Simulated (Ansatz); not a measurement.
Input file:

```yaml
crystal:
  periodic: [false, false, false]
  atoms:
    - { symbol: Si, position_ang: [-1.3455, -0.6589, 1.0387] }
    - { symbol: C, position_ang: [-0.1481, 0.1875, -0.1113] }
    - { symbol: Si, position_ang: [1.5175, -0.5394, 0.173] }
    - { symbol: B, position_ang: [-0.0338, 1.799, 0.1042] }
    - { symbol: S, position_ang: [-1.1077, 2.0707, -1.5182] }
    - { symbol: Al, position_ang: [-0.6446, -0.018, -1.9891] }
    - { symbol: H, position_ang: [-2.6978, -0.0327, 0.7923] }
    - { symbol: H, position_ang: [-1.3986, -2.0434, 0.7594] }
    - { symbol: H, position_ang: [-1.0014, -0.3649, 2.4682] }
    - { symbol: H, position_ang: [2.532, 0.0995, -0.6814] }
    - { symbol: H, position_ang: [1.5067, -1.9863, -0.0594] }
    - { symbol: H, position_ang: [1.9641, -0.3049, 1.6019] }
    - { symbol: H, position_ang: [0.6818, 2.4804, 0.5918] }
    - { symbol: H, position_ang: [0.1623, -0.7178, -3.1413] }
basis:
  gaussian: { orbitals: def2-SVP }
hamiltonian:
  xc: b3lyp
  dispersion: d4
relax:
  f_tol: 0.015
  max_steps: 40
output:
  orbitals: {}
```

Run as:

```bash
$ ansatz run input.yaml --threads 2 --pin off --max-ram 3072MiB --backend cpu --events-out ev --progress --plain --runs-dir out
```

Hardware: 2 threads of Intel(R) Xeon(R) Platinum 8488C (Sapphire Rapids) (shared host).

Question: Roughly how long does this run take, and how much memory?

Answer: 67 s, with a peak of 0.41 GiB, for 11 ionic steps.
